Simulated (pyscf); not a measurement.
•H₂C–Br, doublet

Gas-phase minimum from PySCF at ωB97X-D3(BJ)/def2-SVP, one conformer. 

```
C
H 1 1.0901
H 1 1.0901 2 123.72
Br 1 1.8408 2 118.14 3 -179.94
```
Charge 0, spin multiplicity 2.

Properties at ωB97X-D3(BJ)/def2-SVP:

- Harmonic wavenumbers, unscaled: 185, 744, 931, 1384, 3198, 3358 cm⁻¹
- Zero-point energy: 14.0 kcal/mol
- Rotational symmetry number: 2
- Entropy of this conformer at 298 K and 1 atm, rigid rotor and harmonic oscillator, modes under 100 cm⁻¹ raised to 100: 259.4 J/(mol K)
- Dipole moment: 0.91 D
- Spin expectation value S2: 0.755

Single-point totals, which compare only within one level (frozen core for MP2 and CC):

```tsv
level	total energy (hartree)
ωB97X-D3(BJ)/def2-TZVP	-2613.34516
PBE/def2-TZVP	-2612.96959
r²SCAN/def2-TZVP	-2613.37407
B3LYP-D3(BJ)/def2-TZVP	-2613.44680
PBE0-D3(BJ)/def2-TZVP	-2613.06640
M06-2X/def2-TZVP	-2613.42360
ωB97M-D3(BJ)/def2-TZVP	-2613.42193
UHF/def2-TZVPP	-2611.41197
MP2/def2-TZVPP	-2611.83513
CCSD/def2-TZVPP	-2611.85632
CCSD(T)/def2-TZVPP	-2611.87188
```

The CCSD(T) − MP2 part came from Ansatz, without density fitting, on the same reference. The frozen core leaves the outer d or s,p core shells of the metals and heavy elements correlated in the MP2 and CC values, and def2-TZVPP describes them poorly, so these totals are far from the basis limit. Elements up to Kr have no core potential and no relativistic terms here.
